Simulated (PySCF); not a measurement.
C2H11ClO2Si3. Atoms are numbered in the order given.

```xyz
19

Si    -1.6079    -1.3493     1.4438
O     -1.3910     0.0971     0.6635
Si    -0.7889     0.9065    -0.6520
C     -1.6026     2.5694    -0.7491
C     -0.9685    -0.1326    -2.1841
O      0.8474     1.1657    -0.3820
Si     2.0811     0.4058     0.3839
Cl     1.8912    -1.6490     0.1183
H     -1.5467    -2.4884     0.4793
H     -2.9509    -1.3328     2.0932
H     -0.5614    -1.5250     2.4919
H     -2.6822     2.4668    -0.9377
H     -1.1655     3.1733    -1.5588
H     -1.4701     3.1142     0.1977
H     -0.4227    -1.0812    -2.0642
H     -2.0249    -0.3641    -2.3901
H     -0.5540     0.3892    -3.0605
H      2.0532     0.6528     1.8486
H      3.3684     0.8210    -0.2250
```

The structure is a stationary point at PBE0-D3(BJ)/def2-SVP. This is a generated structure with no PubChem entry under its InChIKey; it may be hypothetical. One conformer was computed; it need not be the lowest.

All values below come from TDA-LC-ωPBE/def2-SVP (PySCF 2.14.0).

Vertical excitations. 

**Question.** List the lowest excited states. (Estimate from the structure and the level; the computed values follow.)

**Answer.** 
```json
[
 {"state": "S1", "energy (eV)": "8.42", "λ (nm)": "147", "f": "0.002", "main pairs": "HOMO−1→LUMO 58 %, HOMO−2→LUMO 15 %"},
 {"state": "S2", "energy (eV)": "8.46", "λ (nm)": "147", "f": "0.006", "main pairs": "HOMO→LUMO 41 %, HOMO−3→LUMO 21 %, HOMO−2→LUMO 8 %, HOMO−4→LUMO 7 %"},
 {"state": "S3", "energy (eV)": "8.58", "λ (nm)": "144", "f": "0.003", "main pairs": "HOMO−2→LUMO+1 42 %, HOMO−1→LUMO+1 30 %, HOMO→LUMO+1 12 %"},
 {"state": "S4", "energy (eV)": "8.84", "λ (nm)": "140", "f": "0.001", "main pairs": "HOMO−2→LUMO+2 23 %, HOMO−1→LUMO+2 20 %, HOMO−2→LUMO 20 %, HOMO→LUMO+2 10 %"},
 {"state": "S5", "energy (eV)": "9.35", "λ (nm)": "133", "f": "0.021", "main pairs": "HOMO→LUMO+1 19 %, HOMO−3→LUMO 10 %, HOMO−3→LUMO+1 9 %, HOMO→LUMO 8 %"},
 {"state": "S6", "energy (eV)": "9.37", "λ (nm)": "132", "f": "0.034", "main pairs": "HOMO−3→LUMO+1 29 %, HOMO−4→LUMO+1 22 %, HOMO−3→LUMO+2 12 %, HOMO−4→LUMO+2 6 %"},
 {"state": "S7", "energy (eV)": "9.58", "λ (nm)": "129", "f": "0.034", "main pairs": "HOMO→LUMO 18 %, HOMO−3→LUMO 11 %, HOMO−4→LUMO+1 9 %, HOMO−4→LUMO 7 %"},
 {"state": "S8", "energy (eV)": "9.68", "λ (nm)": "128", "f": "0.019", "main pairs": "HOMO→LUMO+2 17 %, HOMO−5→LUMO+1 12 %, HOMO−4→LUMO+2 9 %, HOMO−5→LUMO+2 7 %"},
 {"state": "S9", "energy (eV)": "9.85", "λ (nm)": "126", "f": "0.057", "main pairs": "HOMO−6→LUMO+1 23 %, HOMO−2→LUMO+1 13 %, HOMO−5→LUMO+1 6 %, HOMO−1→LUMO+1 6 %"},
 {"state": "S10", "energy (eV)": "9.91", "λ (nm)": "125", "f": "0.021", "main pairs": "HOMO−1→LUMO+6 17 %, HOMO→LUMO+5 10 %, HOMO−3→LUMO+5 9 %, HOMO−2→LUMO+6 6 %"},
 {"state": "T1", "energy (eV)": "7.86", "λ (nm)": "158", "f": "0", "main pairs": "HOMO−1→LUMO 51 %, HOMO−2→LUMO 19 %"},
 {"state": "T2", "energy (eV)": "7.90", "λ (nm)": "157", "f": "0", "main pairs": "HOMO→LUMO 33 %, HOMO−3→LUMO 25 %, HOMO−4→LUMO 8 %"},
 {"state": "T3", "energy (eV)": "7.97", "λ (nm)": "156", "f": "0", "main pairs": "HOMO−2→LUMO+1 40 %, HOMO−1→LUMO+1 28 %, HOMO→LUMO+1 9 %"},
 {"state": "T4", "energy (eV)": "8.31", "λ (nm)": "149", "f": "0", "main pairs": "HOMO−2→LUMO+2 24 %, HOMO−1→LUMO+2 18 %, HOMO−2→LUMO 15 %, HOMO→LUMO+2 8 %"}
]
```
Triplets are in the Tamm–Dancoff approximation.
